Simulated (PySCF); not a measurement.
FH₂NSe, SMILES F[Se]N.

The structure is a stationary point at PBE0-D3(BJ)/def2-TZVP. Other conformers were not sampled.

Vertical ionisation energy (IE) and electron affinity (EA) in eV. Rows of orbital energies are one-electron estimates. Where ΔSCF, EOM or ADC give a negative EA the extra electron is unbound and the value depends on the basis.

| level | IE | EA |
|---|---|---|
| −ε(HOMO), −ε(LUMO), M06-2X/def2-TZVPD (PySCF) | (withheld) | (withheld) |
| ADC(2)/aug-cc-pVDZ (PySCF) | 8.74 | -0.52 |

**Question.** What belongs in the gaps? (Estimate from the structure and the level; the computed values follow.)

**Answer.** 
- −ε(HOMO), −ε(LUMO), M06-2X/def2-TZVPD (PySCF), IE: 8.00
- −ε(HOMO), −ε(LUMO), M06-2X/def2-TZVPD (PySCF), EA: 0.29

**Question.** Beyond the first one, list the lowest photoelectron lines from PySCF with ADC(2)/aug-cc-pVDZ with their pole strengths (two spins summed). (The exact figures need the calculation; the answer reports its results.)

**Answer.** 10.32 eV (1.73), 11.83 eV (1.72), 12.73 eV (1.69), 13.70 eV (1.74), 15.45 eV (1.72).
